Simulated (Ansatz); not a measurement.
Reaction (substitution at a C–N bond): `CC(C)[NH][Zr]([Cl])([Cl])[Cl]` + `CC(C)[O][Cd][OH]` → `CC(C)[O][Cd][O]C(C)C` + `[NH2][Zr]([Cl])([Cl])[Cl]`

Isolated molecules relaxed with PBE0-D4/def2-TZVP in Ansatz; ΔE leaves out vibrations. CCSD(T)/CBS is the MP2 limit (def2-TZVPP, def2-QZVPP) plus CCSD(T) − MP2 in def2-TZVPP, frozen cores. DFT in def2-TZVPP. B3LYP here is the variant with VWN-RPA as its local correlation; programs differ in this. Elements past krypton have def2 core potentials. For Cd, Zr outer-core shells are correlated without core-valence functions, which leaves a few kJ/mol of doubt a bond. Each species was taken in one conformer, which may not be the lowest.

```tsv
level	ΔE (kJ/mol)	difference from CCSD(T)/CBS
PBE-D4	10.0	-10.4
revPBE-D4	11.1	-9.3
B3LYP-D4	10.0	-10.4
r2SCAN0-D4	9.3	-11.1
r2SCAN	5.0	-15.4
PBE0	9.7	-10.7
r2SCAN0	8.0	-12.4
BHLYP	7.5	-12.9
RPA@PBE/def2-TZVPP	17.5	-2.9
CCSD/def2-SVP	10.0	-10.4
MP2/def2-TZVPP	25.9	5.5
CCSD/def2-TZVPP	16.6	-3.8
HF/def2-QZVPP	5.2	-15.2
MP2/def2-QZVPP	28.0	7.6
HF/CBS(def2)	5.3	-15.1
CCSD/CBS(def2)	19.6	-0.8
CCSD(T)/CBS	20.4	0
```

Largest T1 diagnostic among the species: 0.016.

In def2-TZVPP, CCSD(T) changes the Hartree–Fock value by +13.5 kJ/mol (the triples alone add +0.8 kJ/mol) and MP2 by +21.9 kJ/mol. At CCSD(T), def2-SVP lies −9.8 kJ/mol from the extrapolated value and def2-TZVPP −2.9 kJ/mol. The D4 term adds +4.1 kJ/mol with B3LYP and +2.7 kJ/mol with PBE0; it sums over pairs of atoms, weighted by their polarisabilities, and B3LYP, whose exchange is more repulsive, gets the larger term.
